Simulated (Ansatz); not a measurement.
Reaction (ligand exchange at a B–C bond): `BC1OC1=C` + `C=C=CN` → `BNC=C=C` + `C=C1CO1`

Gas-phase electronic energies from Ansatz, PBE0-D4/def2-TZVP geometries. CCSD(T)/CBS adds triple-zeta CCSD(T) − MP2 to the extrapolated MP2 energy (def2 sets, frozen cores). DFT in def2-TZVPP. B3LYP here is the variant with VWN-RPA as its local correlation; programs differ in this. HSE06 is defined as in plane-wave codes. One conformer a species, not always the lowest.

| level | ΔE (kJ/mol) | difference from CCSD(T)/CBS |
| --- | --- | --- |
| LDA (SPW92) | -141.5 | -3.6 |
| revPBE-D4 | -131.3 | 6.6 |
| BLYP-D4 | -135.9 | 2.0 |
| r2SCAN-D4 | -134.3 | 3.6 |
| B97M-V | -133.5 | 4.4 |
| PBE0-D4 | -135.6 | 2.3 |
| r2SCANh-D4 | -135.2 | 2.7 |
| r2SCAN0-D4 | -136.3 | 1.6 |
| HSE06-D4 | -135.7 | 2.2 |
| BHLYP-D4 | -139.6 | -1.7 |
| CAM-B3LYP-D4 | -141.0 | -3.1 |
| ωB97X-V | -135.6 | 2.3 |
| ωB97M-V | -136.9 | 1.0 |
| B2PLYP | -139.3 | -1.4 |
| PBE-QIDH | -137.8 | 0.1 |
| PBE | -134.5 | 3.4 |
| revPBE | -131.8 | 6.1 |
| BLYP | -137.1 | 0.8 |
| r2SCAN | -134.4 | 3.5 |
| PBE0 | -136.2 | 1.7 |
| B3LYP | -138.9 | -1.0 |
| r2SCANh | -135.3 | 2.6 |
| r2SCAN0 | -136.5 | 1.4 |
| HSE06 | -136.3 | 1.6 |
| CAM-B3LYP | -141.6 | -3.7 |
| RPA@PBE/def2-TZVPP | -138.9 | -1.0 |
| HF/def2-SVP | -145.9 | -8.0 |
| MP2/def2-SVP | -151.7 | -13.8 |
| CCSD/def2-SVP | -152.7 | -14.8 |
| CCSD(T)/def2-SVP | -153.0 | -15.1 |
| HF/def2-TZVPP | -138.5 | -0.6 |
| MP2/def2-TZVPP | -139.0 | -1.1 |
| SCS-MP2/def2-TZVPP | -139.7 | -1.8 |
| CCSD/def2-TZVPP | -139.7 | -1.8 |
| CCSD(T)/def2-TZVPP | -139.4 | -1.5 |
| MP2/def2-QZVPP | -138.1 | -0.2 |
| SCS-MP2/def2-QZVPP | -138.8 | -0.9 |
| HF/CBS(def2) | -138.5 | -0.6 |
| MP2/CBS(def2) | -137.4 | 0.5 |
| CCSD/CBS(def2) | -138.1 | -0.2 |
| CCSD(T)/CBS | -137.9 | 0 |

**Question.** What do rigid-rotor, harmonic-oscillator terms from PBE0-D4/def2-TZVP frequencies (298.15 K, 1 bar) make of the CCSD(T)/CBS value? (Estimate.)

**Answer.** Computed: ΔZPE = +5.5 kJ/mol, ΔH = -133.6 kJ/mol, ΔS = -7 J/(mol·K), ΔG = -131.4 kJ/mol.

Largest T1 diagnostic among the species: 0.014.

At CCSD(T), def2-SVP lies −15.1 kJ/mol from the extrapolated value and def2-TZVPP −1.5 kJ/mol. From BLYP to BHLYP (50 % exact exchange), in def2-TZVPP and without D4, ΔE moves by −3.4 kJ/mol.
